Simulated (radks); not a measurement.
Values are calculated unless marked as measured or tabulated.
Al+, configuration [Ne] 3s2 (the NIST ground configuration).

Level of theory: non-relativistic Kohn-Sham, Slater X-alpha with alpha = 0.667, spin-polarised, spherical densities, point nucleus (a radial shooting solver on a logarithmic mesh with Libxc functionals).

Energy parts (eV):
part                  energy
total              -6535.479
kinetic             6535.479
electron-nucleus  -15583.813
Hartree             2956.536
exchange            -443.682

Orbitals (lengths in bohr, moments of r in powers of bohr; r(90%) holds 90 % of the orbital's charge):
1s: occ. 2; eigenvalue (eV) -1507.081; <1/r> 12.53; r(90%) 0.216
2s: occ. 2; eigenvalue (eV) -113.6105; <1/r> 2.319; r(90%) 1.00
2p: occ. 6; eigenvalue (eV) -76.3224; <1/r> 2.204; r(90%) 1.03
3s: occ. 2; eigenvalue (eV) -13.7596; <1/r> 0.5624; r(90%) 3.64

The highest occupied level is 3s at -13.760 eV. The density falls to 0.001 e/bohr^3 at r = 3.92 bohr. Summed over all electrons, <r^2> = 17.15 bohr^2, which gives a Langevin (diamagnetic) susceptibility term of -13.6 x 10^-6 cm^3/mol. Virial ratio -V/T = 2.00000. The electron density at the nucleus is 1394 e/bohr^3. For comparison, the ionisation energy in NIST's Atomic Spectra Database is 18.829 eV (measured). In exact Kohn-Sham theory the highest level is minus the ionisation energy, but local and semilocal functionals leave it too shallow, through self-interaction and a potential that decays too fast; potentials with the right tail come closer.
